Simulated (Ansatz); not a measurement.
`C[SiH2]C(C)F`. Total charge 0; spin multiplicity 1.

Z-matrix (Å, degrees):
```
C
Si 1 1.867
H 1 1.092 2 111.4
H 1 1.092 2 110.1 3 120.1
H 1 1.092 2 110.8 3 -120.2
C 2 1.904 1 110.5 3 -63.8
H 2 1.491 1 111.1 3 55.6
H 2 1.488 1 110.8 3 176.2
F 6 1.406 2 107.4 1 -60.1
C 6 1.510 2 114.8 1 61.0
H 6 1.097 2 109.6 1 -175.1
H 10 1.093 6 110.7 2 -177.7
H 10 1.092 6 111.4 2 -57.3
H 10 1.093 6 110.0 2 62.8
```

(1) What are the harmonic wavenumbers in cm⁻¹ at PBE0-D4/def2-TZVP (Ansatz, finite differences of forces, unscaled)? (Estimate.)

(2) Is this a minimum?

(3) Give the ideal-gas thermochemistry at 298.15 K and 1 bar (rigid rotor, harmonic oscillator; point group C1, symmetry number 1).

(4) And at 400, 500, 600, 800 and 1000 K?

Answers

(1) Computed: 62, 131, 156, 216, 235, 334, 440, 493, 604, 669, 691, 762, 881, 887, 913, 944, 1001, 1081, 1141, 1275, 1283, 1336, 1398, 1450, 1452, 1471, 1495, 2202, 2221, 3039, 3048, 3055, 3124, 3129, 3140, 3143.

(2) Yes, all 36 modes are real.

(3) Zero-point energy 292.5 kJ/mol; H(298) − E = 315.3 kJ/mol; entropy 355.8 J/(mol·K), of which translation 165.3, rotation 112.0, vibration 78.5; G(298) − E = 209.2 kJ/mol. Modes under 100 cm⁻¹ are hindered rotations or soft bends, so the harmonic entropy is rough.

(4) 
```
T (K)  H − E (kJ/mol)  S (J/mol/K)  G − E (kJ/mol)
  400           329.1        395.4           170.9
  500           345.3        431.5           129.5
  600           363.7        465.0            84.7
  800           405.8        525.3           -14.5
 1000           453.2        578.2          -124.9
```
